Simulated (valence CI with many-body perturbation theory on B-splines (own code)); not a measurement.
Mg VIII: calculated level list

Level of theory: valence CI with perturbative core correlation (CI+MBPT): three valence electrons over a frozen Dirac-Fock core [He], radial functions for each j: 11 s, 11 p, 10 d, 8 f, 5 g, 2 h, with the one-electron correlation potential Σ1 (screened to all orders), the two-electron term Σ2, the three-electron term Σ3, Breit, model QED; selected single and double excitations, second order for the rest, scaled by the run's own slope (own B-spline code, finite nucleus).

No measured spectrum was set against this ion. As an estimate, levels hold to about 100 cm⁻¹ or 0.05 % of their energy and the worst to 300 or 400 cm⁻¹, as in measured light ions of charge 2 to 7.

Levels 91 to 135 of 194, with energies above the lowest level, 2s²2p ²P°_1/2. "Leading %" is the weight of the configuration and term that name the level; weights of strongly mixed levels are sums over their largest components and can fall short. In the jj column 3d3/2^4 stands for four electrons in 3d with j = 3/2. Lifetimes count E1, E2, E3, M1 and M2 decay at the calculated energies, and are blank where another channel may lead or the interval is too uncertain; long ones can be off by a factor of two.

```csv
No.,Configuration,Term,J,E (eV),Leading %,Lifetime,g,Leading jj
91,2s²4p,²P°,3/2,207.65,74,30.9 ps,1.339,2s^2 4p3/2 (74 %)
92,2p²3d,⁴F,3/2,209.40,98,391 ps,0.401,2p1/2 2p3/2 3d3/2 (39 %)
93,2p²3d,⁴F,5/2,209.47,98,381 ps,1.030,2p1/2 2p3/2 3d3/2 (57 %)
94,2p²3d,⁴F,7/2,209.59,98,386 ps,1.239,2p1/2 2p3/2 3d5/2 (58 %)
95,2p²3p,²F°,5/2,209.61,92,18.7 ps,0.857,2p1/2 2p3/2 3p1/2 (43 %)
96,2p²3p,²F°,7/2,209.68,92,18.5 ps,1.143,2p1/2 2p3/2 3p3/2 (58 %)
97,2p²3d,⁴F,9/2,209.73,98,416 ps,1.333,2p3/2^2 3d5/2 (62 %)
98,2s²4d,²D,3/2,210.00,94,5.85 ps,0.799,2s^2 4d3/2 (94 %)
99,2s²4d,²D,5/2,210.01,94,5.87 ps,1.200,2s^2 4d5/2 (94 %)
100,2p²3d,⁴D,3/2,210.90,69,17.7 ps,1.239,2p1/2 2p3/2 3d3/2 (49 %)
101,2p²3d,⁴D,1/2,210.90,89,48.6 ps,0.063,2p1/2 2p3/2 3d3/2 (94 %)
102,2p²3d,⁴D,5/2,210.98,92,101 ps,1.348,2p1/2 2p3/2 3d3/2 (24 %)
103,2p²3d,⁴D,7/2,211.02,91,158 ps,1.408,2p1/2 2p3/2 3d5/2 (58 %)
104,2p²3d,²P,3/2,211.09,70,7.84 ps,1.294,2p1/2 2p3/2 3d5/2 (55 %)
105,2p²3d,²P,1/2,211.32,90,6.01 ps,0.605,2p3/2^2 3d5/2 (67 %)
106,2p²3d,²F,5/2,211.34,94,15.7 ps,0.880,2p1/2 2p3/2 3d5/2 (52 %)
107,2p²3d,²F,7/2,211.63,91,16.2 ps,1.162,2p3/2^2 3d5/2 (65 %)
108,2s²4f,²F°,5/2,211.67,88,14.8 ps,0.858,2s^2 4f5/2 (88 %)
109,2s²4f,²F°,7/2,211.67,88,14.9 ps,1.143,2s^2 4f7/2 (88 %)
110,2p²3p,²D°,5/2,211.83,97,7.66 ps,1.199,2p1/2 2p3/2 3p3/2 (64 %)
111,2p²3p,²D°,3/2,211.86,97,7.69 ps,0.804,2p1/2 2p3/2 3p1/2 (28 %)
112,2p²3d,⁴P,5/2,212.72,98,1.66 ps,1.599,2p1/2 2p3/2 3d5/2 (49 %)
113,2p²3d,⁴P,3/2,212.82,98,1.65 ps,1.732,2p1/2 2p3/2 3d3/2 (31 %)
114,2p²3d,⁴P,1/2,212.87,98,1.65 ps,2.665,2p3/2^2 3d3/2 (52 %)
115,2p²3p,²P°,1/2,213.37,93,14.6 ps,0.665,2p1/2 2p3/2 3p3/2 (80 %)
116,2p²3p,²P°,3/2,213.53,92,14.4 ps,1.330,2p3/2^2 3p3/2 (48 %)
117,2p²3s,²S,1/2,214.30,80,6.83 ps,2.002,2p3/2^2 3s (56 %)
118,2p²3d,²D,3/2,215.39,95,2.57 ps,0.800,2p1/2 2p3/2 3d5/2 (43 %)
119,2p²3d,²D,5/2,215.41,94,2.47 ps,1.197,2p1/2 2p3/2 3d5/2 (32 %)
120,2p²3d,²G,7/2,215.53,98,548 ps,0.889,2p1/2 2p3/2 3d3/2 (55 %)
121,2p²3d,²G,9/2,215.55,98,3.32 ns,1.111,2p1/2 2p3/2 3d5/2 (62 %)
122,2p²3d,²F,7/2,217.22,96,1.37 ps,1.142,2p1/2 2p3/2 3d5/2 (66 %)
123,2p²3d,²F,5/2,217.25,88,1.42 ps,0.890,2p1/2 2p3/2 3d3/2 (41 %)
124,2p²3d,²D,3/2,217.43,98,2.25 ps,0.799,2p1/2 2p3/2 3d3/2 (46 %)
125,2p²3d,²D,5/2,217.57,89,2.14 ps,1.170,2p3/2^2 3d5/2 (56 %)
126,2p²3d,²P,1/2,219.13,97,2.47 ps,0.666,2p1/2 2p3/2 3d3/2 (38 %)
127,2p²3d,²P,3/2,219.23,97,2.44 ps,1.334,2p3/2^2 3d5/2 (36 %)
128,2p²3d,²S,1/2,220.28,86,4.71 ps,2.002,2p1/2 2p3/2 3d5/2 (32 %)
129,2s2p4s,⁴P°,1/2,221.57,98,25.5 ps,2.664,2s 2p1/2 4s (90 %)
130,2s2p4s,⁴P°,3/2,221.70,98,25.3 ps,1.732,2s 2p1/2 4s (60 %)
131,2s2p4s,⁴P°,5/2,221.96,98,25.1 ps,1.601,2s 2p3/2 4s (98 %)
132,2p²3p,²P°,1/2,222.00,89,10.1 ps,0.666,2p3/2^2 3p1/2 (65 %)
133,2p²3p,²P°,3/2,222.05,90,10.4 ps,1.334,2p3/2^2 3p3/2 (60 %)
134,2s2p4s,²P°,1/2,222.91,94,20.5 ps,0.670,2s 2p1/2 4s (71 %)
135,2s2p4s,²P°,3/2,223.19,94,20.3 ps,1.336,2s 2p3/2 4s (87 %)
```

Names give the largest LS component (configuration and term), which can be under half, so a name can repeat, a term be missing and a line seem to break the LS rules; names also repeat where a configuration has a term twice.

Where two levels of one J and parity lie close, their mixing, g and order are uncertain.
